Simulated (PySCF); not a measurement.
C₂H₆N, SMILES C[N]C, multiplicity 2.

Geometry optimised at PBE0-D3(BJ)/def2-TZVP. The isomer is the one that the SMILES or the coordinates give; other isomers of the formula were not compared.

The numbers are results of PBE0-D3(BJ)/def2-TZVP (PySCF), not measurements.

No scaling factor is applied to the harmonic values.

Computed normal modes with their intensities:
```json
[
 {"mode": "1", "ν (cm⁻¹)": "87", "IR (km/mol)": "0.0", "moving atoms (share of kinetic energy)": "H 99 %"},
 {"mode": "2", "ν (cm⁻¹)": "135", "IR (km/mol)": "1.3", "moving atoms (share of kinetic energy)": "H 67 %, N 24 %, C 9 %"},
 {"mode": "3", "ν (cm⁻¹)": "432", "IR (km/mol)": "1.7", "moving atoms (share of kinetic energy)": "H 42 %, C 36 %, N 22 %"},
 {"mode": "4", "ν (cm⁻¹)": "925", "IR (km/mol)": "2.1", "moving atoms (share of kinetic energy)": "H 79 %, C 15 %"},
 {"mode": "5", "ν (cm⁻¹)": "948", "IR (km/mol)": "6.1", "moving atoms (share of kinetic energy)": "C 53 %, N 29 %, H 17 %"},
 {"mode": "6", "ν (cm⁻¹)": "1007", "IR (km/mol)": "0.0", "moving atoms (share of kinetic energy)": "H 80 %, C 20 %"},
 {"mode": "7", "ν (cm⁻¹)": "1030", "IR (km/mol)": "0.0", "moving atoms (share of kinetic energy)": "H 65 %, C 27 %, N 9 %"},
 {"mode": "8", "ν (cm⁻¹)": "1207", "IR (km/mol)": "0.0", "moving atoms (share of kinetic energy)": "H 59 %, C 26 %, N 15 %"},
 {"mode": "9", "ν (cm⁻¹)": "1237", "IR (km/mol)": "4.7", "moving atoms (share of kinetic energy)": "N 51 %, C 28 %, H 21 %"},
 {"mode": "10", "ν (cm⁻¹)": "1383", "IR (km/mol)": "0.1", "moving atoms (share of kinetic energy)": "H 89 %, C 11 %"},
 {"mode": "11", "ν (cm⁻¹)": "1404", "IR (km/mol)": "20.4", "moving atoms (share of kinetic energy)": "H 88 %, C 11 %"},
 {"mode": "12", "ν (cm⁻¹)": "1456", "IR (km/mol)": "0.4", "moving atoms (share of kinetic energy)": "H 93 %"},
 {"mode": "13", "ν (cm⁻¹)": "1463", "IR (km/mol)": "0.0", "moving atoms (share of kinetic energy)": "H 95 %"},
 {"mode": "14", "ν (cm⁻¹)": "1483", "IR (km/mol)": "22.0", "moving atoms (share of kinetic energy)": "H 96 %"},
 {"mode": "15", "ν (cm⁻¹)": "1484", "IR (km/mol)": "0.9", "moving atoms (share of kinetic energy)": "H 91 %"},
 {"mode": "16", "ν (cm⁻¹)": "2960", "IR (km/mol)": "14.4", "moving atoms (share of kinetic energy)": "H 97 %"},
 {"mode": "17", "ν (cm⁻¹)": "2969", "IR (km/mol)": "29.1", "moving atoms (share of kinetic energy)": "H 97 %"},
 {"mode": "18", "ν (cm⁻¹)": "3007", "IR (km/mol)": "0.0", "moving atoms (share of kinetic energy)": "H 91 %, C 9 %"},
 {"mode": "19", "ν (cm⁻¹)": "3013", "IR (km/mol)": "58.3", "moving atoms (share of kinetic energy)": "H 91 %, C 9 %"},
 {"mode": "20", "ν (cm⁻¹)": "3121", "IR (km/mol)": "46.3", "moving atoms (share of kinetic energy)": "H 91 %, C 9 %"},
 {"mode": "21", "ν (cm⁻¹)": "3122", "IR (km/mol)": "12.3", "moving atoms (share of kinetic energy)": "H 91 %, C 9 %"}
]
```
